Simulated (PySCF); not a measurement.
Difluorochloroborane, BClF2.
SMILES: `FB(F)Cl`

The closed-shell ground state was solved at several levels (PySCF, density fitting, gas phase, non-relativistic). Isolated species at its PBE0-D3(BJ)/def2-TZVP geometry, gas phase.

| level | basis functions | HOMO (eV) | LUMO (eV) | gap (eV) | dipole (D) |
| --- | --- | --- | --- | --- | --- |
| wB97X-D/pcSseg-2 | 151 | -11.85 | 1.71 | 13.56 | 0.18 |
| B97-2/pcSseg-2 | 151 | -9.67 | -0.23 | 9.44 | 0.22 |
| PBE0/pcSseg-2 | 151 | -9.95 | -0.24 | 9.71 | 0.24 |

Estimate the row for KT3/pcSseg-2, a basis of 151 functions; the other rows only guide the guess.

HOMO -8.57 eV, LUMO -1.22 eV, gap 7.35 eV, dipole 0.22 D.

Over all these levels, which gives the widest orbital gap and which the narrowest?

wB97X-D/pcSseg-2 (range-separated hybrid) has the widest, 13.56 eV, and KT3/pcSseg-2 (GGA) the narrowest, 7.35 eV. From the narrowest to the widest the HOMO moves by -3.28 eV and the LUMO by +2.93 eV.

In the pcSseg-2 basis, how does the gap go with the fixed share of exact exchange?

KT3 (0 %) 7.35 eV; B97-2 (21 %) 9.44 eV; PBE0 (25 %) 9.71 eV. Each rise in the share widens the gap here.

How far do the dipole and the HOMO energy spread over the levels?

The dipole runs from 0.18 to 0.24 D (mean 0.21 D) and the HOMO from -11.85 to -8.57 eV.
